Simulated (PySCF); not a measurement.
## A small calculation by hand: oscillator strength and radiative lifetime

O₂S₂, SMILES O=[S][S]=O (connectivity only; charge and spin as stated), neutral, multiplicity 1.

Geometry: PBE0-D3(BJ)/def2-SVP. One conformer was computed; it need not be the lowest.

TDA-PBE/def2-SVPD in PySCF puts the first singlet state with f over 0.02 at 4.01 eV (vertical), with the transition dipole (0.000, 0.792, 0.000) in atomic units.

**Question.** Find the oscillator strength, the wavelength and the radiative lifetime that this transition would have in vacuum if emission retraced absorption.

**Answer.** 
|μ|² = 0.6273 au, so |μ| = 2.01 D. ΔE = 4.01/27.211 = 0.1474 hartree. f = (2/3) ΔE |μ|² = 0.062 (the program prints 0.062).
λ = 1239.84/4.01 = 309 nm; ν = 32343 cm⁻¹.
Einstein's coefficient A = 0.6670 ν² f s⁻¹ (ν in cm⁻¹) = 4.3e7 s⁻¹, so τ = 1/A = 23 ns. This state is S2; the lower singlet has f = 0.000. The figure is the radiative limit of this one transition; relaxation, internal conversion, crossing to triplets and a medium change what is measured.
